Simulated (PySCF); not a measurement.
Isomers of [C5H4F3S]- (charge -1), one GFN2-xTB conformer each. Single-point energies are computed at PBE0/pcSseg-1 (PySCF, gas phase, no added dispersion term), electronic only.

```tsv
SMILES	GFN2-xTB relative energy (kJ/mol)
C=C/C([S-])=C/C(F)(F)F	0.0
FC(F)=C(F)C1([S-])CC1	73.7
```

Conformers: `[CH2:1]=[CH:2]/[C:3]([S-:4])=[CH:5]/[C:6]([F:7])([F:8])[F:9]` (charge -1) with C1–C2–C3–S4 0°; `[F:1][C:2]([F:3])=[C:4]([F:5])[C:6]1([S-:7])[CH2:8][CH2:9]1` (charge -1) with C2–C4–C6–S7 -91°.

Problem. What does PBE0/pcSseg-1 give for the same structures?

Solution. 
| SMILES | PBE0/pcSseg-1 E (Eh) | PBE0/pcSseg-1 (kJ/mol) | GFN2-xTB (kJ/mol) | point group |
| --- | --- | --- | --- | --- |
| C=C/C([S-])=C/C(F)(F)F | -889.97901 | 0.0 | 0.0 | Cs |
| FC(F)=C(F)C1([S-])CC1 | -889.91168 | 176.8 | 73.7 | C1 |

Both levels put the same isomer lowest. As drawn, the higher has a three-membered ring, which the lower lacks.
